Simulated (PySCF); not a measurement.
## Computed vibrations of [Gd(H2O)2]3+

[Gd(H2O)2]3+ (singlet in the valence; each metal's 4f electrons, 7 of them, lie in its core potential, out of spins and levels). PySCF 2.14.0, RKS PBE0, Gd lcecp-1-SVP with ECP53, O def2-SVP, H def2-SVP; non-relativistic Hamiltonian with scalar-relativistic core potentials where named; density fitting; no spin-orbit coupling. Central differences of gradients.

```xyz
7

Gd    0.0000    0.0000    0.0000
O     0.0000    0.0000    2.2767
H     0.5453    0.5453    2.9017
H    -0.5453   -0.5453    2.9017
O     0.0000    0.0000   -2.2767
H     0.5453   -0.5453   -2.9017
H    -0.5453    0.5453   -2.9017
```

Run from Python with OMP_NUM_THREADS=2. Where DIIS fails, smearing, a level shift and second-order steps follow.
It took 26 s on 2 threads of Arm Neoverse V1 (shared host).

(1) What are the harmonic wavenumbers and infrared intensities?

(2) Is this a minimum?

An lcecp potential fixes the number of 4f electrons, so in runs with it no electron can move into or out of that shell.

## Answers

(1) Modes are labelled in D2d; negative numbers are unstable modes, those under 60 cm⁻¹ near the noise; a finer grid moves soft modes by up to 10 cm⁻¹.
| cm⁻¹ | km/mol | symmetry |
| --- | --- | --- |
| -67 | – | e |
| -67 | – | e |
| 143 | 0.0 | b1 |
| 418 | 64.6 | b2 |
| 418 | 0.0 | a1 |
| 647 | 64.3 | e |
| 647 | 64.3 | e |
| 733 | 428.7 | e |
| 733 | 428.7 | e |
| 1673 | 328.8 | b2 |
| 1676 | 0.0 | a1 |
| 3511 | 1407.3 | b2 |
| 3528 | 0.0 | a1 |
| 3540 | 484.4 | e |
| 3540 | 484.4 | e |

(2) No: 2 unstable; the lowest moves the atoms so:
```
Gd  -0.08  0.01  0.00
O    0.32 -0.03  0.00
H    0.43 -0.05 -0.08
H    0.43 -0.05  0.08
O    0.32 -0.03  0.00
H    0.43 -0.03  0.09
H    0.43 -0.03 -0.09
```
